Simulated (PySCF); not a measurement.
C₄H₇F.

```xyz
12

C      0.8048     1.3824     0.0000
C     -0.0591     0.1501     0.0000
F     -1.4047     0.4765     0.0000
C      0.3015    -1.0927    -0.7624
C      0.3015    -1.0927     0.7624
H      0.6013     1.9991    -0.8990
H      1.8778     1.1103     0.0000
H      0.6013     1.9991     0.8990
H     -0.5280    -1.6153    -1.2628
H      1.2629    -1.1247    -1.2991
H     -0.5280    -1.6153     1.2628
H      1.2629    -1.1247     1.2991
```

Coordinates come from a PBE-D3(BJ)/def2-SVP optimisation.

Level of theory: KT2/pcSseg-1 (PySCF). Non-relativistic, no solvent.

Question: Give the absolute GIAO shielding of each atom: isotropic value and principal components (ppm). (Estimate from the structure and the level; the computed values follow.)

Answer: 
| atom | σ(iso) | σ11 | σ22 | σ33 | span |
|---|---|---|---|---|---|
| C1 | 158.3 | 137.9 | 153.3 | 183.6 | 45.7 |
| C2 | 105.5 | 58.7 | 67.5 | 190.2 | 131.5 |
| F3 | 351.1 | 282.5 | 333.7 | 437.0 | 154.5 |
| C4 | 167.4 | 138.3 | 165.6 | 198.3 | 60.1 |
| C5 | 167.4 | 138.3 | 165.6 | 198.3 | 60.1 |
| H6 | 28.9 | 25.1 | 26.8 | 34.8 | 9.7 |
| H7 | 30.4 | 26.3 | 28.4 | 36.6 | 10.3 |
| H8 | 28.9 | 25.1 | 26.8 | 34.8 | 9.7 |
| H9 | 30.0 | 25.2 | 27.2 | 37.4 | 12.2 |
| H10 | 30.5 | 25.5 | 27.7 | 38.4 | 12.9 |
| H11 | 30.0 | 25.2 | 27.2 | 37.4 | 12.2 |
| H12 | 30.5 | 25.5 | 27.7 | 38.4 | 12.9 |
